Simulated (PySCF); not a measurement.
Job file and geometry (Å, from GFN2-xTB) of an NMR shielding run on SMILES OCP(CCC)CCC#N, C7H14NOP, GIAO PBE0/pcSseg-1 NMR shielding, non-relativistic, gas phase (PySCF); density fitting, a coarse starting grid and PySCF grid level 2 are the driver's defaults:

```
$ OMP_NUM_THREADS=1 python probes_run.py task.json out

{"job": {"kind": "nmr", "xc": "PBE0", "basis": "pcSseg-1"}, "charge": 0, "multiplicity": 1}
C      2.448303    -1.612365     2.016614
C      1.875345    -1.083193     0.707694
C      0.890982     0.055172     0.958205
P      0.246648     0.807207    -0.614747
C     -0.760577     2.163261     0.212276
O      0.091418     3.114658     0.797609
C     -1.149357    -0.392789    -0.945974
C     -1.922606    -0.018253    -2.215326
C     -2.929576    -1.009423    -2.495509
N     -3.720181    -1.811676    -2.690726
H      1.651684    -1.978352     2.661104
H      3.140884    -2.429636     1.829942
H      2.979895    -0.823977     2.544815
H      1.374087    -1.897020     0.178095
H      2.687127    -0.725855     0.069684
H      0.050872    -0.290399     1.569714
H      1.392901     0.864005     1.498174
H     -1.363526     1.749498     1.026653
H     -1.432722     2.632934    -0.521068
H      0.619997     3.529305     0.106033
H     -0.702648    -1.381912    -1.078173
H     -1.825242    -0.434723    -0.086098
H     -2.414098     0.951721    -2.097745
H     -1.241346     0.041575    -3.069408
```

Question: Write the output of this run.

Answer: 
```
coarse grid: 20056 points
cycle   1  E = -745.6083212112  dE =  1.059e+00  |g| = 7.679e-01  |ddm| = 4.359e+00
cycle   2  E = -745.4041103803  dE =  2.042e-01  |g| = 1.263e+00  |ddm| = 1.678e+00
cycle   3  E = -745.7225581812  dE = -3.184e-01  |g| = 2.459e-01  |ddm| = 1.151e+00
cycle   4  E = -745.7346180005  dE = -1.206e-02  |g| = 8.168e-02  |ddm| = 2.043e-01
cycle   5  E = -745.7359064710  dE = -1.288e-03  |g| = 2.071e-02  |ddm| = 7.355e-02
cycle   6  E = -745.7359959407  dE = -8.947e-05  |g| = 4.838e-03  |ddm| = 2.070e-02
cycle   7  E = -745.7360010389  dE = -5.098e-06  |g| = 1.390e-03  |ddm| = 5.273e-03
final grid: 187792 points
cycle   8  E = -745.8064103100  dE = -5.291e-05  |g| = 1.263e-02  |ddm| = 3.957e-02
cycle   9  E = -745.8063884206  dE =  2.189e-05  |g| = 1.626e-02  |ddm| = 2.325e-02
cycle  10  E = -745.8064470501  dE = -5.863e-05  |g| = 1.279e-03  |ddm| = 1.355e-02
cycle  11  E = -745.8064473721  dE = -3.221e-07  |g| = 2.661e-04  |ddm| = 1.301e-03
cycle  12  E = -745.8064473845  dE = -1.235e-08  |g| = 9.453e-05  |ddm| = 3.349e-04
cycle  13  E = -745.8064473863  dE = -1.755e-09  |g| = 4.886e-05  |ddm| = 1.292e-04
cycle  14  E = -745.8064473867  dE = -4.768e-10  |g| = 1.495e-05  |ddm| = 4.211e-05
converged SCF energy = -745.8064473867

GIAO shielding tensors (ppm)
atom      isotropic    diamagn.    paramagn.     s11        s22        s33       span
  0 C      167.887     244.825     -76.938    155.107    160.551    188.004     32.898
  1 C      162.919     248.032     -85.113    150.637    165.887    172.234     21.597
  2 C      150.774     258.243    -107.470    126.781    155.448    170.092     43.310
  3 P      367.301     970.342    -603.040    340.926    373.991    386.988     46.062
  4 C      115.877     252.168    -136.291     80.624    112.588    154.420     73.797
  5 O      315.589     388.040     -72.451    247.692    297.900    401.176    153.484
  6 C      157.060     259.299    -102.238    135.298    159.941    175.942     40.643
  7 C      171.636     247.134     -75.498    157.593    171.918    185.396     27.804
  8 C       62.873     257.647    -194.774    -57.577    -48.880    295.075    352.652
  9 N      -30.740     338.919    -369.659   -198.603   -189.932    296.315    494.918
 10 H       30.696      29.409       1.287     26.292     29.218     36.579     10.287
 11 H       30.287      26.929       3.357     25.414     27.331     38.114     12.700
 12 H       30.626      28.452       2.175     26.317     28.894     36.668     10.352
 13 H       30.321      33.782      -3.462     24.172     32.188     34.602     10.430
 14 H       30.231      32.184      -1.953     24.749     30.446     35.498     10.749
 15 H       30.523      37.008      -6.485     26.738     31.154     33.676      6.937
 16 H       29.656      35.199      -5.543     23.854     31.345     33.768      9.913
 17 H       27.932      32.803      -4.871     23.860     29.348     30.587      6.727
 18 H       27.230      32.263      -5.033     21.143     29.468     31.079      9.936
 19 H       32.036      32.469      -0.433     23.060     29.347     43.702     20.642
 20 H       29.877      36.533      -6.657     23.850     31.747     34.033     10.183
 21 H       30.253      36.623      -6.370     26.144     30.949     33.665      7.521
 22 H       29.738      28.245       1.493     23.454     31.224     34.536     11.082
 23 H       29.465      27.863       1.602     23.928     29.731     34.735     10.807
```

Size and cost of the density-fitted run: 247 basis functions, 100 s wall time on 1 thread of an Arm Neoverse N1, shared host; peak memory 1.2 GiB.
